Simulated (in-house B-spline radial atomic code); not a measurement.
## RPA and G0W0 on PBE: Ba⁸⁺

Configuration [Kr] 4d10 5s2, mean-field start PBE. Computed with a B-spline radial code for spherical atoms: all electrons, scalar-relativistic (spin-free one-electron X2C), finite nucleus, each spin shell either full or empty, empty states to l = 9 with an (l + 1/2)⁻⁴ tail; G0W0 by contour deformation at full frequency.

Command:
```bash
python run_gw.py task.json out
```
Settings (radii: box in bohr, nucleus in fm):
```
Z                        56
electrons                48
configuration            [Kr] 4d10 5s2
hamiltonian              x2c
method                   pbe,pbe
lmax                     9
rms_radius               4.8378
spin_polarised           False
box_radius               7.7
intervals                66
ion_configuration        [Kr] 4d10 5s1
```

Run time, properties included: 13 s on 1 thread of Arm Neoverse N1, on a shared host.

Energies (hartree):

| term | value |
| --- | --- |
| mean-field total | -8119.05780 |
| Hartree-Fock functional on these orbitals | -8116.58239 |
| direct second order | -4.5048 |
| second-order exchange | 1.2274 |
| SOSEX correction | 1.1466 |

Question: What is the RPA correlation energy, and what remains with SOSEX?

Answer: RPA gives -3.9829 hartree (-2.26 eV per electron); RPA + SOSEX gives -2.8363, and the second-order doubles -3.2774 hartree (no singles). RPA lacks exchange-type terms and so overcorrelates at short range.

Quasi-particle levels (eV):

| level | occupied | mean field | Σx - vxc | Σc | QP weight | G0W0 |
| --- | --- | --- | --- | --- | --- | --- |
| 5s | yes | -124.45 | -4.17 | ? | ? | ? |
| 4d | yes | -192.13 | -14.14 | 0.66 | 0.900 | -205.61 |
| 5p | no | -105.70 | 7.97 | -2.07 | 0.966 | -99.80 |

G0W0 = mean field + (Σx - vxc) + Σc, with Σc (partial-wave tail included) taken at the quasi-particle energy. Only the outer levels were computed. Levels of low weight are left out.

Question: Where does G0W0 put 5s?

Answer: At -131.65 eV, with Σc = -3.03 eV and a quasi-particle weight of 0.969. The tabulated removal energy is 130.5 ± 0.6 eV (NIST, semi-empirical); the calculation leaves out spin-orbit coupling, Breit and QED terms, and what these don't explain is the method's own error.

Question: What does it cost to remove one electron (to [Kr] 4d10 5s1) by differences of total energies, each species on its own start (correlation terms add to the Hartree-Fock functional)?

Answer: PBE 131.63 eV, Hartree-Fock functional 128.42 eV, + RPA 131.58 eV, + RPA + SOSEX 130.90 eV, + second order 132.53 eV. Tabulated: 130.5 ± 0.6 eV (NIST, semi-empirical); the calculation leaves out spin-orbit coupling, Breit and QED terms, and what these don't explain is the method's own error.
